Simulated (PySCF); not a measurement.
# [Hf(Cl)3(H)] (charge 0, multiplicity 1)

The numbers are results of TPSSh-D3(BJ)/def2-TZVP // r2SCAN-D4/def2-SVP in PySCF, not measurements.

| Property | Result |
|---|---|
| HOMO | -8.62 eV |
| dipole moment | 0.29 D |
| LUMO | -2.68 eV |
| HOMO–LUMO gap | 5.95 eV |
| charge on the central atom (Mulliken) | 1.11 e |
| total energy | -1429.5445 Ha |
| cost | very roughly 110 core-seconds |

Bond lengths (Å): Hf1–Cl2 2.334, Hf1–Cl3 2.334, Hf1–Cl4 2.334, Hf1–H5 1.825. Bond angles (°): Cl2–Hf1–Cl3 113.8, Cl2–Hf1–Cl4 113.8, Cl2–Hf1–H5 104.7, Cl3–Hf1–Cl4 114.0, Cl3–Hf1–H5 104.5, Cl4–Hf1–H5 104.6.
